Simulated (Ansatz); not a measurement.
Geometry optimisation, RKS CAM-B3LYP/def2-SVP (Ansatz 0.2.0).

The input (input.yaml):

```yaml
crystal:
  periodic: [false, false, false]
  atoms:
    - { symbol: B, position_ang: [0.098765, 0.556268, -0.172447] }
    - { symbol: F, position_ang: [-0.250893, -0.586642, 2.050869] }
    - { symbol: O, position_ang: [1.341951, 0.089652, -0.364101] }
    - { symbol: H, position_ang: [1.358761, -0.799559, -0.735571] }
    - { symbol: H, position_ang: [-0.900591, 0.009809, -0.555382] }
    - { symbol: S, position_ang: [-0.102619, 2.254224, 0.574084] }
    - { symbol: H, position_ang: [1.21717, 2.472389, 0.755277] }
    - { symbol: H, position_ang: [-0.251744, 0.309359, 2.284371] }
basis:
  gaussian: { orbitals: def2-SVP }
hamiltonian:
  xc: cam_b3lyp
relax:
  f_tol: 0.03
  max_steps: 50
```

Launched with:

```bash
$ ansatz run input.yaml --threads 2 --pin off --max-ram 3072MiB --backend cpu --events-out ev --progress --plain --runs-dir out
```

**Question.** Where does it end, and by what steps?

**Answer.** The forces met the threshold. After 9 steps the energy has fallen by 0.073 eV; F2 moved furthest, 0.30 Å.

```json
{"step": "0", "energy less start (eV)": "0.0000", "largest force component (eV/Å)": "0.792", "accepted": "yes"}
{"step": "1", "energy less start (eV)": "-0.0151", "largest force component (eV/Å)": "1.840", "accepted": "yes"}
{"step": "2", "energy less start (eV)": "-0.0327", "largest force component (eV/Å)": "1.206", "accepted": "yes"}
{"step": "3", "energy less start (eV)": "-0.0573", "largest force component (eV/Å)": "0.645", "accepted": "yes"}
{"step": "4", "energy less start (eV)": "-0.0354", "largest force component (eV/Å)": "0.692", "accepted": "no"}
{"step": "5", "energy less start (eV)": "-0.0633", "largest force component (eV/Å)": "0.839", "accepted": "yes"}
{"step": "6", "energy less start (eV)": "-0.0613", "largest force component (eV/Å)": "0.622", "accepted": "no"}
{"step": "7", "energy less start (eV)": "-0.0714", "largest force component (eV/Å)": "0.104", "accepted": "yes"}
{"step": "8", "energy less start (eV)": "-0.0723", "largest force component (eV/Å)": "0.070", "accepted": "yes"}
{"step": "9", "energy less start (eV)": "-0.0728", "largest force component (eV/Å)": "0.026", "accepted": "yes"}
```

```xyz
8
Properties=species:S:1:pos:R:3
B 0.117 0.540 -0.227
F -0.263 -0.480 2.329
O 1.363 0.097 -0.457
H 1.394 -0.761 -0.895
H -0.877 -0.020 -0.606
S -0.110 2.123 0.651
H 1.202 2.364 0.860
H -0.315 0.442 2.182
```

Whether the end is a true minimum wasn't checked by a vibrational analysis.

Time of the run: 35 s on 2 threads of Arm Neoverse N1 (shared host), peak memory 0.17 GiB.
